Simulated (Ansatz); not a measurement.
```yaml
crystal:
  periodic: [false, false, false]
  atoms:
    - {symbol: O, position_ang: [-1.134425, 0.383613, 0.912794]}
    - {symbol: Zr, position_ang: [0.161587, -0.654824, 0.001068]}
    - {symbol: F, position_ang: [1.341629, -1.513739, 1.215449]}
    - {symbol: F, position_ang: [-0.649466, -2.016742, -1.044023]}
    - {symbol: Se, position_ang: [1.505834, 0.944583, -1.540552]}
    - {symbol: H, position_ang: [-1.835849, 0.738805, 1.452522]}
    - {symbol: H, position_ang: [0.671889, 2.050303, -1.042958]}
basis:
  gaussian: {orbitals: def2-SVPD}
magnetization: {spin_polarized: true, initial_magnetization: 2}
hamiltonian: {xc: {name: B2GP-PLYP}}
scf: {lower_state_search: light}
output: {forces: true}
```

```sh
$ ansatz run in.yaml --threads 4 --pin off --events-out ev --progress --plain --max-ram 10444MiB
```

Shortened log:

```
Functional definition: B2GP-PLYP
1531 factors; integrals over basis functions are off by at most 8.9e-4 eV
mean field evaluation 1: about -74086.3045 eV, gradient 4.9e1 eV
mean field evaluation 2: about -74086.3558 eV, gradient 4.9e1 eV
mean field evaluation 4: about -74095.6044 eV, gradient 4.3e0 eV
mean field evaluation 8: about -74096.1521 eV, gradient 7.9e-1 eV
mean field evaluation 16: about -74096.2222 eV, gradient 4.2e-2 eV
mean field evaluation 32: about -74096.2224 eV, gradient 4.4e-4 eV
mean field -74096.22243433 eV, -2722.9859502381 hartree, gradient 6.8e-6 eV, S^2 2.009188; 6 other end points of the search recorded, 0 dependent functions left out
12 core orbitals not correlated: weight in the atoms' cores, before any rotation towards them, 1.000 or more for the frozen orbitals, at most 0.000 for the correlated occupied ones
reference -74096.22258420 eV, -2722.9859557457 hartree; 26, 24 occupied and 122, 124 virtual orbitals, 1531 factors
second order -34.07149379 eV of doubles, -0.00000000 eV of singles
Total energy: -74108.48832196 eV, -2723.4367132946 hartree
Atom 0 at    -1.134425     0.383613     0.912794 Å, force    -1.147943     0.896096     0.811467 eV/Å
Atom 1 at     0.161587    -0.654824     0.001068 Å, force     1.126220    -1.960677    -0.552091 eV/Å
Atom 2 at     1.341629    -1.513739     1.215449 Å, force     0.737120    -0.132759     0.962027 eV/Å
Atom 3 at    -0.649466    -2.016742    -1.044023 Å, force    -0.796289    -0.523230    -0.771211 eV/Å
Atom 4 at     1.505834     0.944583    -1.540552 Å, force     0.834143    -0.709355    -0.583207 eV/Å
Atom 5 at    -1.835849     0.738805     1.452522 Å, force    -0.103825     0.279475     0.028250 eV/Å
Atom 6 at     0.671889     2.050303    -1.042958 Å, force    -0.649426     2.150449     0.104764 eV/Å
Dipole moment:    -0.101557     0.785568    -0.084316 e Å
```

Run time 52 s (4 threads of an Arm Neoverse V2 on a shared host); peak host memory 0.99 GiB.
